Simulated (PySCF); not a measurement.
Atoms are numbered as in `[CH3:1]/[C:2]([F:3])=[C:4](/[CH3:5])[C:6](=[O:7])[Cl:8]`; H(Xn) means a hydrogen on atom n.

GIAO PBE0/pcSseg-1 shifts (PySCF 2.14.0 with density-fitted response routines, gas phase, non-relativistic, equivalent atoms averaged), each against references optimised in the same way as the molecule (TMS, CFCl3, H2O, HCl).

On the GFN2-xTB geometry: C2 187.3, C6 178.4, C4 118.0, C1 24.4, C5 16.3, F3 -43.0, O7 568.0, Cl8 451, H(C1) 2.60, H(C5) 2.12 ppm.

**Question.** What changes on the PBE0-D3(BJ)/def2-SVP geometry?

**Answer.** 
| atoms | δ (ppm) | change |
| --- | --- | --- |
| C2 | 183.9 | -3.4 |
| C6 | 176.2 | -2.2 |
| C4 | 117.4 | -0.6 |
| C1 | 23.4 | -1.0 |
| C5 | 14.6 | -1.7 |
| F3 | -36.6 | +6.4 |
| O7 | 558.6 | -9.4 |
| Cl8 | 454 | +3 |
| H(C1) | 2.45 | -0.15 |
| H(C5) | 1.99 | -0.13 |

Unscaled 19F shifts against computed CFCl3 carry errors that often reach 10 to 50 ppm.

Bonds between heavy atoms that differ most (equivalent bonds averaged): C6–Cl8 1.772 → 1.796 Å, C2–F3 1.345 → 1.330 Å, C4–C6 1.455 → 1.468 Å, C2–C4 1.349 → 1.356 Å, C1–C2 1.481 → 1.485 Å. Mean change of bonds to hydrogen: C–H +0.011 Å.
